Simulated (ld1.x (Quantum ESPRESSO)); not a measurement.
silicon, RRKJ: configuration errors across variants

```
Element                 : silicon (Si)
Generator               : ld1.x (Quantum ESPRESSO) 7.5
Type                    : norm-conserving RRKJ (Kleinman–Bylander form)
Functional              : PBE
Relativity              : scalar-relativistic
Frozen core             : [Ne]
Valence charge          : 4
Reference configuration : 3s2 3p1 (charge +1)
Partial waves           : 3s (bound): rc 1.70 bohr; 3p (bound): rc 2.20 bohr
Local potential         : all-electron potential smoothed inside 2.10 bohr (lloc = -2)
Core correction         : Bessel-smoothed model core, default radius (core density twice the valence density)
rho0                    : 0.01
```

All-electron excitation energies from the reference (eV): (1) 3s2 3p2 -7.740; (2) 3s2 3p0 15.993; (3) 3s1 3p0 49.964; (4) 3s2 3p1.5 -4.819; (5) 3s2 3p2.3 -8.670; (6) 3s1 3p2 7.431; (7) 3s0 3p4 6.038.

The default core radius of the base comes out at 1.13 bohr.

3 further variants failed, have other tests or another functional or relativity, and are left out.

Errors AE − PS in meV (a dash: test not solved or not reliable):

```csv
change,(1),(2),(3),(4),(5),(6),(7),bound ghosts
base,+3.2,+10,+51,+1.3,+4.1,-5.1,-18,none
core correction none,+0.4,+3.3,+81,+0.3,+0.3,+2.0,-1.0,none
wave 3p (bound): rc 2.20 bohr becomes 3p (bound): rc 2.48 bohr,+3.5,+11,+52,+1.4,+4.5,-4.2,-13,none
"type PAW; waves now 3s (bound): rcut 1.50, rcutus 1.70 bohr; 3s channel at 0.1 Ry: rcut 1.50, rcutus 1.70 bohr; 3p (bound): rcut 1.90, rcutus 2.20 bohr; 3p channel at 1.2 Ry: rcut 1.90, rcutus 2.20 bohr; local potential all-electron potential smoothed inside 1.50 bohr (lloc = -1); augmentation PSQ, inside the norm-conserving radii; rho0 0",-0.1,-5.1,-45,0.0,-0.1,-0.8,0.0,none
wave 3s (bound): rc 1.70 bohr becomes 3s (bound): rc 2.58 bohr,+3.4,+11,+36,+1.4,+4.2,-12,-44,none
local potential all-electron potential smoothed inside 1.48 bohr (lloc = -2),+4.1,+12,+62,+1.6,+5.4,-4.9,-18,none
wave 3s (bound): rc 1.70 bohr becomes 3s (bound): rc 2.50 bohr,+3.4,+11,+37,+1.4,+4.2,-12,-42,none
```

Q: Give the same row for: all radii but the core radius scaled by about 0.88 (s 1.50, p 1.94 bohr); local potential all-electron potential smoothed inside 1.84 bohr (lloc = -2).

A: +3.5, +9.4, +47, +1.3, +4.6, -4.8, -19; bound ghosts: none.
